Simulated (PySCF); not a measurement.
## An excited-state table with gaps

C4H5BCl2.
InChI=1S/C4H5BCl2/c1-2-3-4-5(6)7/h2-4H,1H2/b4-3-

Theory: PySCF 2.14.0, density-fitted response routines, TDDFT CAM-B3LYP/def2-SVPD, vertical, gas phase, core orbitals frozen in the response. Geometry: PBE0-D3(BJ)/def2-SVP, one conformer, isolated molecule. Torsions of this conformer, `[CH2:1]=[CH:2]/[CH:3]=[CH:4]\[B:5]([Cl:6])[Cl:7]`: C1–C2–C3–C4 180°, C3–C4–B5–Cl6 -179°.

Orbital energies (eV): HOMO-3 -10.74, HOMO-2 -10.50, HOMO-1 -10.18, HOMO -8.62, LUMO -1.51, LUMO+1 0.84, LUMO+2 1.00.

Lowest singlets, with some entries withheld (?).

```csv
state,λ (nm),f,"main configurations (H = HOMO, L = LUMO)"
S1,264.6,?,H→L (97%)
S2,235.5,?,"H-1→L (72%), H-2→L (22%)"
S3,222.4,?,"H-2→L (70%), H-1→L (22%)"
S4,193.6,?,H-3→L (93%)
S5,185.1,?,H-5→L (88%)
S6,183.3,?,"H-4→L (53%), H→L+2 (41%)"
S7,179.7,?,"H→L+1 (74%), H→L+3 (20%)"
S8,177.2,?,"H→L+2 (54%), H-4→L (41%)"
S9,169.3,?,"H-7→L (71%), H-1→L+2 (9%)"
S10,166.8,?,"H→L+3 (40%), H→L+4 (32%), H→L+1 (15%)"
```

Question: What stands in place of each question mark?

Answer: 
- S1: f = 0.641
- S2: f = 0.0001
- S3: f = 0.0001
- S4: f = 0.089
- S5: f = 0.0002
- S6: f = 0.085
- S7: f = 0.0000
- S8: f = 0.119
- S9: f = 0.0000
- S10: f = 0.0042

Question: How far apart are S6 and S8, in eV and cm⁻¹?

Answer: 6.995 − 6.762 = 0.233 eV, or about 1880 cm⁻¹.

Question: What is the mean static polarisability from the same response equations?

Answer: 100.8 au (14.94 Å³), with principal values 58.8, 86.5 and 157.2 au.

Question: What is the vertical ionisation energy by ΔSCF at this level?

Answer: 9.29 eV; −ε(HOMO) is 8.62 eV.
